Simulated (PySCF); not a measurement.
**Spinor energies of Sb⁴⁷⁺ (antimony, charge +47)**

Start: [He] 2s2. Calculated with PySCF 2.14 in an uncontracted even-tempered set (17 s from 26 bohr⁻², ratio 2.4; 12 p from 34 bohr⁻², ratio 2.4; 5 d from 110 bohr⁻², ratio 2.6; 4 f from 160 bohr⁻², ratio 2.6): generalised Hartree-Fock with the X2C-1e Hamiltonian and a Gaussian nucleus; one run each with spin-orbit coupling (SO) switched off, then screened by Boettger's factors.

| spinor shell | electrons | ε, spin-free (eV) | ε, screened SO (eV) | weight of nominal j (screened SO) | rms radius, screened SO (bohr) |
| --- | --- | --- | --- | --- | --- |
| 1s1/2 | 2 | -35197.1 | -35197.1 | 1.000 | 0.0323 |
| 2s1/2 | 2 | -8462.4 | -8462.4 | 1.000 | 0.125 |

```tsv
quantity	spin-free	screened SO
E (hartree)	-3293.14629	-3293.14629
M_J	0	0
⟨J²⟩	0.000	0.000
⟨L²⟩	0.000	0.000
⟨S²⟩	0.000	0.000
```

Breit and QED terms are absent; they matter most for the inner s and p1/2 levels.

Densities and radii are taken from the X2C orbitals without a picture-change correction, which distorts them close to the nucleus.

Without spin-orbit coupling the j labels of p, d and f shells carry no meaning; the spin-free column gives the mean over the occupied spinors of each nl shell.
